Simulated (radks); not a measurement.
Problem. All-electron atom: Tb3+ in [Xe] 4f8. All-electron calculation, scalar-relativistic Kohn-Sham, PBE, spin-polarised, spherical densities, point nucleus; open shells are filled with parallel spins first (spin-orbit coupling, left out, can overturn this in heavy ions). Program: a radial shooting solver on a logarithmic mesh with Libxc functionals. Some entries of the table are withheld. Estimate them.

orbital  occ.  eigenvalue (Ry)  <1/r> (bohr^-1)
1s up       1        -3814.100            73.12
1s down     1        -3814.100            73.12
2s up       1        -634.1980            16.97
2s down     1        -634.1945            16.97
2p up       3        -563.7506            15.80
2p down     3        -563.7481            15.80
3s up       1        -142.5976            6.235
3s down     1        -142.4236            6.241
3p up       3        -120.8765            5.852
3p down     3        -120.7031            5.858
3d up       5        -92.57174            5.552
3d down     5        -92.43918            5.557
4s up       1        -30.29667            2.631
4s down     1        -29.90171            2.629
4p up       3        -23.13740            2.416
4p down     3        -22.74626            2.414
4d up       5        -13.31263            2.131
4d down     5        -12.92643            2.128
5s up       1         -5.70072            1.027
5s down     1         -5.50592            1.010
5p up       3         -3.93522           0.8750
5p down     3         -3.79241           0.8559
4f up       7         -2.64681            1.588
4f down     1         -2.30187            1.551
5d up       0         -1.84824              (1)
5d down     0         -1.78477              (2)
6s up       0         -1.68993           0.4193
6s down     0         -1.65826           0.4137

Solution. 
(1) 5d up <1/r> (bohr^-1): 0.6037
(2) 5d down <1/r> (bohr^-1): 0.5849
